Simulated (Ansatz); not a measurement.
Reaction (substitution at a C–O bond): `[SiH3]O[CH2][ZnH]` + HCl → `Cl[CH2][ZnH]` + `O[SiH3]`

Gas-phase electronic energies from Ansatz, PBE0-D4/def2-TZVP geometries. CCSD(T)/CBS adds triple-zeta CCSD(T) − MP2 to the extrapolated MP2 energy (def2 sets, frozen cores). This one scheme is used for every species. Functionals use def2-TZVPP. For Zn outer-core shells are correlated without core-valence functions, which leaves a few kJ/mol of doubt a bond. Scalar relativity is left out up to krypton. Each species was taken in one conformer, which may not be the lowest.

```
        level  ΔE (kcal/mol)
      ωB97M-V          -10.0
HF/def2-QZVPP          -10.5
```

**Question.** What does CCSD(T)/CBS give? (An estimate is asked.)

**Answer.** Computed: -10.7 kcal/mol. The listed levels differ from it by 0.7, 0.2 kcal/mol.

Largest T1 diagnostic among the species: 0.014.

At CCSD(T), def2-SVP lies +5.9 kcal/mol from the extrapolated value and def2-TZVPP +1.4 kcal/mol. The D4 term adds +1.0 kcal/mol with B3LYP and +0.6 kcal/mol with PBE0; it sums over pairs of atoms, weighted by their polarisabilities, and B3LYP, whose exchange is more repulsive, gets the larger term. Leaving LDA and LC-ωPBE aside and taking each functional with its dispersion term where it has one, the values, not all of them listed here, spread over 2.2 kcal/mol, from PBE-QIDH to BLYP-D4. LDA lies +1.6 kcal/mol from PBE without D4.

B3LYP here is the variant with VWN-RPA as its local correlation; programs differ in this.
